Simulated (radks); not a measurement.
Neutral holmium inside a hard spherical wall (all orbitals vanish at R), configuration held at [Xe] 4f11 6s2 and not refilled when levels cross. All-electron calculation, scalar-relativistic Kohn-Sham, LDA (Slater exchange, VWN5 correlation), spin-polarised, spherical densities, point nucleus; open shells are filled with parallel spins first (spin-orbit coupling, left out, can overturn this in heavy ions). Program: a radial shooting solver on a logarithmic mesh with Libxc functionals. Eigenvalues in eV for spin up, with the zero of energy where the potential of the charges vanishes at infinity; a dash marks a level that is unbound or too diffuse for the functional's potential to be trusted. A positive occupied level is held by the wall or, in an anion where self-interaction has pushed it up, behind a barrier. The pressure on the wall is -dE/dV.

R (bohr)  E (hartree)  kinetic (hartree)    e(5s)    e(5p)   e(4f)   e(6s)  e(5d, empty)  e(6p, empty)  pressure (GPa)
free      -12608.3571          13633.945  -51.111  -26.430  -4.332  -3.981        -1.301        -1.209               0
8         -12608.3423          13634.047  -50.504  -25.832  -3.735  -3.438        -0.694        -0.021           0.516
7         -12608.3188          13634.171  -49.945  -25.286  -3.181  -2.823        -0.123         1.067            1.74
6         -12608.2573          13634.446  -48.962  -24.338  -2.195  -1.500         0.943         3.254            6.27
5         -12608.0875          13635.118  -47.217  -22.683  -0.389   1.576         3.025         8.008            26.1
3         -12605.1612          13646.148  -34.179   -9.676  14.803  38.860        21.728        56.678            1300
2.5       -12600.9220          13661.261  -22.068    3.890  29.209  80.679        40.707        105.63            5080
2         -12588.2879          13702.735    7.117   38.158  59.713  181.92        86.290        218.12           25400
